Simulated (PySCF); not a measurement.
A calculated (LDA, PySCF 2.14, x2c-TZVPPall, the spin-free X2C one-electron Hamiltonian (Gaussian nucleus)) atom or ion has these occupied shells.

```
shell  electrons  orbital energy (eV)  rms radius, mean of both spins (bohr)
 1s β          1             -71362.8                                 0.0204
 1s α          1             -71362.8                                 0.0204
 2s α          1             -12389.4                                 0.0824
 2s β          1             -12389.2                                 0.0824
 2p α          3             -10860.7                                 0.0750
 2p β          3             -10860.5                                 0.0750
 3s α          1              -2882.6                                  0.211
 3s β          1              -2882.5                                  0.211
 3p α          3              -2429.3                                  0.212
 3p β          3              -2429.2                                  0.212
 3d α          5              -1895.3                                  0.194
 3d β          5              -1895.1                                  0.194
 4s α          1              -614.02                                  0.469
 4s β          1              -613.77                                  0.469
 4p α          3              -464.33                                  0.499
 4p β          3              -464.07                                  0.499
 4d α          5              -271.56                                  0.538
 4d β          5              -271.25                                  0.538
 5s α          1              -102.59                                   1.10
 5s β          1              -100.52                                   1.10
 5p α          3              -65.037                                   1.28
 5p β          3              -62.419                                   1.28
 4f α          7              -59.623                                  0.648
 4f β          7              -59.082                                  0.648
 5d α          5              -22.828                                   1.92
```

**Question.** Name the element and its charge.

**Answer.** Re²⁺ (rhenium, charge +2), in [Xe] 4f14 5d5, high-spin 6S determinant.
